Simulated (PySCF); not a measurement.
Gas-phase reaction: 4 GaH3 + 3 C4H8 (cis-2-butene) = 4 Ga(CH3)3. Level: PBE0/def2-TZVP; standard pressure 1 bar.

Energies from PySCF, thermal terms from the rigid-rotor harmonic-oscillator model, ideal gas at 1 bar. S°(298 K) at PBE0/def2-TZVP differs from the NASA 1993 table for C4H8 (cis-2-butene) (-6 J/mol/K); whether the harmonic model or the table's entry is off was not settled. All species are closed-shell singlets. Ga: all electrons, no relativistic terms. Methyl groups turn as free rotors in Ga(CH3)3. GaH3: computed as isolated molecules; such fragments, hydroxides, amides, oligomers or adducts are transient or little studied in the gas. The harmonic model lacks anharmonicity and excited electronic states, which grow with temperature; levels with a mode under 35 cm⁻¹ are left out. Internal rotation in C4H8 (cis-2-butene) is treated as a harmonic vibration of one conformer, which makes the entropy rough.

```csv
T (K),1000/T (1/K),log10 K
500,2.0000,46.57
600,1.6667,35.95
800,1.2500,22.66
1000,1.0000,14.65
1200,0.8333,?
1400,0.7143,5.40
```

**Question.** Fit log10 K = a + b·(1000/T) to the five rows, get the mean ΔH° and ΔS°, and predict log10 K at 1200 K.

**Answer.** Means: 1000/T = 1.3262, log10 K = 25.046. Sums of products about the means: Sxy = 33.81006, Sxx = 1.056581, so b = Sxy/Sxx = 32.00 and a = 25.046 − (32.00)×1.3262 = -17.39.
ΔH° = −R ln 10 × 1000 K × b = −19.145 × (32.00) = -613 kJ; ΔS° = R ln 10 × a = -333 J/K. The run's own values go from -610 kJ and -329 J/K at 500 K to -625 kJ and -343 J/K at 1400 K.
Prediction at 1200 K: -17.39 + (32.00)×0.8333 = 9.28. The computed value is 9.27, 0.01 from the line.
For scale, ΔH°(298 K) is -613 kJ at this level, -603 kJ at ωB97M-V/def2-TZVP†, and runs from -696 to -443 kJ over the 18 levels computed († marks an energy on the PBE0/def2-TZVP geometry).
